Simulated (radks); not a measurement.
Task: Neutral hydrogen, 1s1. Method: non-relativistic Kohn-Sham, exchange-only PBE, spin-polarised, spherical densities, point nucleus; computed with a radial shooting solver on a logarithmic mesh with Libxc functionals. Every spin shell is full or empty, so the densities are truly spherical. Functionals are evaluated on that one density, not self-consistently. Rank these orbital-free kinetic functionals by their error against the exact value of the orbitals, and give that value: Thomas-Fermi, von Weizsacker, TF + vW, TF + vW/5, APBEK, revAPBEK, Perdew 92, Thakkar, Pearson, LKT, PG1, DePristo-Kress.

Result: Exact: 0.494320 hartree. From best to worst, with 100 (|E| - |E exact|)/|E exact| (equal figures are ties): von Weizsacker 0.00, APBEK +1.31, Thakkar +1.67, DePristo-Kress +1.68, Perdew 92 +1.86, revAPBEK +2.20, Pearson -3.14, Thomas-Fermi -9.27, TF + vW/5 +10.73, PG1 +53.83, LKT +61.30, TF + vW +90.73.
